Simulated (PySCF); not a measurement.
**Excitation energy of In⁺ by level of theory**

In⁺ [Kr] 4d10 5s2 (1S) → In⁺ [Kr] 4d10 5s1 5d1 (3D), as a difference of total energies. Calculation: PySCF 2.14, in aug-cc-pwCVTZ-DK3 with one added diffuse shell each of s, p, d, f type (11s10p8d5f1g, 125 functions); the spin-free X2C one-electron Hamiltonian (Gaussian nucleus). Correlated levels: valence: [Kr] 4d10 frozen; valence and next inner shell: [Ar] 3d10 frozen. The calculations carry no spin-orbit coupling.

```json
{"method": "UHF", "excitation energy (cm⁻¹)": "89694"}
{"method": "LDA", "excitation energy (cm⁻¹)": "102410"}
{"method": "PBE", "excitation energy (cm⁻¹)": "98536"}
{"method": "PBE0", "excitation energy (cm⁻¹)": "97472"}
{"method": "r2SCAN", "excitation energy (cm⁻¹)": "98236"}
{"method": "r2SCANh", "excitation energy (cm⁻¹)": "98099"}
{"method": "M06", "excitation energy (cm⁻¹)": "100860"}
{"method": "revPBE", "excitation energy (cm⁻¹)": "97148"}
{"method": "MP2 (valence)", "excitation energy (cm⁻¹)": "94106"}
{"method": "SCS-MP2 (valence)", "excitation energy (cm⁻¹)": "95720"}
{"method": "MP2 (valence and next inner shell)", "excitation energy (cm⁻¹)": "103300"}
{"method": "SCS-MP2 (valence and next inner shell)", "excitation energy (cm⁻¹)": "103340"}
```

Errors of the correlated levels include the incompleteness of this basis and the frozen core.

The promoted electron is Rydberg-like, and one or two diffuse shells describe it only roughly, which tends to raise the upper state.

**Question.** Which method comes closest to the reference value, and which is furthest?

**Answer.** The reference is 102220 cm⁻¹ (measured; NIST levels, between the centres of gravity of the two terms). Closest: LDA (error 193.61 cm⁻¹); furthest: UHF (error -12525 cm⁻¹).
